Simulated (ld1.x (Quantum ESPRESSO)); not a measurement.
**How hard is this Ar (Z = 18) TM potential?**

```
Element                 : argon (Ar)
Generator               : ld1.x (Quantum ESPRESSO) 7.5
Type                    : norm-conserving Troullier–Martins (Kleinman–Bylander form)
Functional              : PW91
Relativity              : non-relativistic
Frozen core             : [Ne]
Valence charge          : 8
Reference configuration : 3s2 3p6
Partial waves           : 3p (bound): rc 1.10 bohr; 3s (bound): rc 1.15 bohr
Local potential         : the s channel
Core correction         : a·sin(br)/r model core inside 1.00 bohr
```

The pseudo-atom Hamiltonian at the reference potential is diagonalised in spherical Bessel functions j_l(qr) that vanish at 20 bohr, with q² up to the cutoff. All-electron valence levels (Ry): 3p -0.7603, 3s -1.7720.

How do the lowest levels (Ry) of each channel move with the cutoff, and are there ghosts?

| cutoff (Ry) | p #1 | p #2 | s #1 | d #1 | d #2 | f #1 | f #2 | Σ f·Δε (mRy) |
| --- | --- | --- | --- | --- | --- | --- | --- | --- |
| 8 | -0.6252 | 0.0426 | -1.4665 | 0.0801 | 0.1791 | 0.1216 | 0.2654 | 1421.6 |
| 21 | -0.7557 | 0.0405 | -1.7216 | 0.0801 | 0.1787 | 0.1216 | 0.2653 | 128.4 |
| 40 | -0.7561 | 0.0405 | -1.7626 | 0.0801 | 0.1787 | 0.1216 | 0.2653 | 43.6 |
| 70 | -0.7581 | 0.0405 | -1.7700 | 0.0801 | 0.1787 | 0.1216 | 0.2653 | 16.8 |
| 110 | -0.7600 | 0.0404 | -1.7717 | 0.0801 | 0.1787 | 0.1216 | 0.2653 | 2.3 |
| 200 | -0.7603 | 0.0404 | -1.7720 | 0.0801 | 0.1787 | 0.1216 | 0.2653 | 0.1 |
| 400 | -0.7603 | 0.0404 | -1.7720 | 0.0801 | 0.1787 | 0.1216 | 0.2653 | 0.0 |

Result: no extra level below or beside the all-electron valence levels (p, s, d, f tested); 10 mRy is reached at 80 Ry and 1 mRy at 160 Ry.
